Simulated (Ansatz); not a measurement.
Cartesian coordinates (Å):
```xyz
3

B     -0.1684     0.0442     0.0000
S      1.4941    -0.2569     0.0000
H     -1.3256     0.2538     0.0000
```
Charge +1, spin multiplicity 2.

Computed with frozen-core CCSD(T)/cc-pVTZ // PBE0-D4/def2-TZVP (Ansatz, a first-principles code).

```yaml
HF energy: -422.48348 Ha
MP2 correlation energy: -0.20668 Ha
```

Q: Estimate the CCSD correlation energy, the (T) correction, the total energy and the T1 diagnostic.

A: 
The CCSD correlation energy is -0.23707 Ha, the (T) correction is -0.01077 Ha and the CCSD(T) total energy comes out as -422.73132 Ha. The T1 diagnostic comes out as 0.020.
